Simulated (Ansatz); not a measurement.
The first iterations of a band of C3H7NSi (12 atoms, charge 0, multiplicity 1).

Method: Ansatz 0.2.0, RKS PBE-D4/6-31G*.

```yaml
movable_images: 7
climbing_image: yes
spring: 5.0 eV/Å²
optimiser: quadratic models (default)
start_path: IDPP
force_threshold: 0.05 eV/Å
iteration_limit: 26
end_points: relaxed
```

First end point:

```xyz
12
Properties=species:S:1:pos:R:3
N -0.045 1.142 1.839
Si -0.555 0.102 0.538
C -0.489 0.522 -1.292
C 0.336 -0.537 -1.512
C 0.696 -1.172 -0.172
H -0.756 1.597 2.412
H 0.763 1.752 1.716
H -1.867 -0.455 1.018
H -0.910 1.186 -2.054
H 0.683 -0.919 -2.487
H 1.752 -1.024 0.117
H 0.469 -2.250 -0.088
```

Last end point:

```xyz
12
Properties=species:S:1:pos:R:3
N -0.254 1.435 1.622
Si -0.595 0.162 0.488
C -0.407 0.484 -1.343
C 0.396 -0.607 -1.469
C 0.663 -1.192 -0.087
H -0.554 1.337 2.592
H 0.617 1.962 1.559
H -1.909 -0.400 0.960
H -0.768 1.126 -2.152
H 0.783 -1.038 -2.409
H 1.709 -1.066 0.247
H 0.395 -2.259 0.026
```

| iteration | highest image above the first end (eV) | largest band force component (eV/Å) |
| --- | --- | --- |
| 1 | 0.014 | 0.390 |
| 2 | 0.009 | 0.205 |

Q: Does the band converge within its limit, and where does its top end?

A: It converged. It ended after 5 iterations with the highest image 0.007 eV above the first end. The top lies less than 8 meV above the higher end, about what the thresholds resolve: that end is a shoulder or a very shallow well. A vibrational analysis at the climbing image gives one clearly imaginary mode, 207i cm⁻¹: a first-order saddle point.

Run time: 3.1 min on 1 CPU thread of a shared host.
